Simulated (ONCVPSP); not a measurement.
## Before and after: ONCV potential for nitrogen

ONCVPSP 4.0.1 input, shortened (lines: element, Z, core and valence counts, functional; n l f; lmax; l rc ep ncon nbas qcut; lloc lpopt rc5 dvloc0; l nproj debl; icmod fcfact rcfact), PBEsol, scalar-relativistic:

```
  N 7.00    1    2  -116133      upf
    1    0    2.00
    2    0    2.00
    2    1    2.50
    1
    0    0.95    0.00    4    8    8.70
    1    2.50    0.00    4    8    4.80
    4    3    0.65    0.00
    0    1    2.10
    1    3    2.80
    2    0.25    0.95
```

All-electron outer shells of the reference configuration (PBEsol, scalar-relativistic, ld1.x):

| shell | level (eV) | outermost node (bohr) | outermost maximum (bohr) |
| --- | --- | --- | --- |
| 1s | -390.86 | – | 0.15 |
| 2s | -24.98 | 0.32 | 1.00 |
| 2p | -13.37 | – | 0.94 |

Change: all radii but the core radius scaled by about 0.87 (s 0.82, p 2.18 bohr); local potential polynomial inside 0.56 bohr (lpopt 3, dvloc0 0 Ha).

Cutoffs: the cutoffs (Ha) at which the residual kinetic energy of the hardest occupied pseudo-wave falls to 1 and 0.1 mHa per electron; they do not see the model core or the augmentation charge, which bear on the density cutoff. Errors are all-electron minus pseudo energies relative to the spin-unpolarised reference configuration.

Question: What does the change do?

Answer: The potential gets neither clearly harder nor softer (30 Ha and 39 Ha → 30 Ha and 39 Ha); the s channel sets the loose cutoff, while the largest relative change is in p, which becomes harder; of the 4 tests that both files solve, the error grows in 1 and shrinks in 3 by more than 15 % and 0.3 meV (median size 59.9 → 57.8 meV); neither file shows a bound ghost.

```csv
quantity,base,changed
"cutoff, loose",30 Ha,30 Ha
"cutoff, tight",39 Ha,39 Ha
loose cutoff by channel,"s 30 Ha, p 9.5 Ha","s 30 Ha, p 11 Ha"
bound ghosts,none,none
GHOST(+) flags under 300 eV,none,none
"error for 2s2 2p3, meV [ΔE -5.06 eV]",+37,+25
"error for 2s2 2p2, meV [ΔE 8.46 eV]",+70,+49
"error for 2s2 2p1, meV [ΔE 37.20 eV]",+1007,+737
"error for 2s0 2p5, meV [ΔE 17.83 eV]",+50,+66
"rms error of d²Exc/dni dnj with the model core, mHa",0.70,0.70
```
